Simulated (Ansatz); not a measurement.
Calculated with Ansatz (gas phase, PBE0-D4/def2-TZVP geometries, no zero-point term in ΔE). CCSD(T)/CBS adds triple-zeta CCSD(T) − MP2 to the extrapolated MP2 energy (def2 sets, frozen cores). This one scheme is used for every species. DFT in def2-TZVPP. B3LYP here is the variant with VWN-RPA as its local correlation; programs differ in this. For Se outer-core shells are correlated without core-valence functions, which leaves a few kJ/mol of doubt a bond. Scalar relativity is left out up to krypton. Each species was taken in one conformer, which may not be the lowest.

Reaction (ligand exchange at the Si–C bond): `C[SiH](O)[SiH3]` + H₂Se → `O[SiH]([SiH3])[SeH]` + CH₄

`C[SiH](O)[SiH3]`:

```xyz
12

C     0.061   -1.597   -0.638
Si    0.368   -0.160    0.517
O    -0.513   -0.284    1.915
Si   -0.266    1.873   -0.456
H    -0.995   -1.665   -0.911
H     0.356   -2.544   -0.176
H     0.644   -1.478   -1.555
H     1.829   -0.131    0.836
H    -0.279   -0.983    2.527
H    -1.714    1.868   -0.801
H     0.507    2.081   -1.713
H     0.003    3.020    0.453
```

H₂Se:

```xyz
3

Se    0.210    0.450   -0.471
H    -0.271    0.558    0.911
H     0.061   -1.009   -0.440
```

`O[SiH]([SiH3])[SeH]`:

Cartesian coordinates in Å:
```
O -1.752 -0.850 -0.903
Si -0.953 0.239 0.041
Si 1.283 0.531 -0.587
Se -0.945 -0.309 2.262
H -1.526 -1.776 -0.802
H -1.755 1.481 -0.047
H 2.033 -0.713 -0.250
H 1.875 1.665 0.171
H 1.423 0.788 -2.046
H 0.316 -1.056 2.161
```

CH₄:

```xyz
5

C     0.000    0.000    0.000
H    -0.493    0.490   -0.839
H    -0.712   -0.646    0.512
H     0.371    0.754    0.694
H     0.834   -0.598   -0.368
```

Is it downhill or uphill in electronic energy at CCSD(T)/CBS, and by how much? (Estimate.)

The calculation gave: Downhill: ΔE = -78.8 kJ/mol.

What do these levels give: PBE-D4, ωB97X-V, PBE, B3LYP, MP2/def2-TZVPP, CCSD(T)/def2-TZVPP? (An estimate is asked.)

The calculation gave: PBE-D4 -81.8, ωB97X-V -73.3, PBE -79.6, B3LYP -74.3, MP2/def2-TZVPP -80.2, CCSD(T)/def2-TZVPP -73.8 kJ/mol.

Largest T1 diagnostic among the species: 0.012.

The D4 term adds −4.0 kJ/mol with B3LYP and −2.0 kJ/mol with PBE0; it sums over pairs of atoms, weighted by their polarisabilities, and B3LYP, whose exchange is more repulsive, gets the larger term.
